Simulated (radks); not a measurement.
Ionisation of the scandium ion Sc+, [Ar] 3d1 4s1, to [Ar] 3d1 as the strength of local exchange is varied. Method: Dirac Kohn-Sham, Slater X-alpha exchange (alpha = 2/3 is LDA exchange), no correlation, spin-unpolarised, spherical densities, point nucleus; open shells fill j = l - 1/2 first; computed with a radial shooting solver on a logarithmic mesh with Libxc functionals.

| alpha | E(Sc+) (hartree) | exchange (hartree) | IE (eV) | -e of the level emptied (eV) | <r> of it (bohr) |
|---|---|---|---|---|---|
| 0.624 | -758.17256 | -32.92674 | 11.828 | 8.805 (4s1/2) | 3.432 |
| 0.625 | -758.22533 | -32.98151 | 11.834 | 8.810 (4s1/2) | 3.431 |
| 0.637 | -758.85881 | -33.63928 | 11.898 | 8.875 (4s1/2) | 3.422 |
| 0.667 | -760.44452 | -35.28769 | 12.060 | 9.038 (4s1/2) | 3.399 |
| 1.001 | -778.29262 | -54.02139 | 13.951 | 10.983 (4s1/2) | 3.155 |

NIST Atomic Spectra Database: 12.800 eV (measured). The Delta-SCF value meets it near alpha = 0.80. Spin polarisation and multiplet splitting are left out, so open shells lie too high by an amount that depends on their filling.

Beside tabulated values, note that spin-unpolarised runs miss the spin-polarisation part of the exchange energy of open shells.
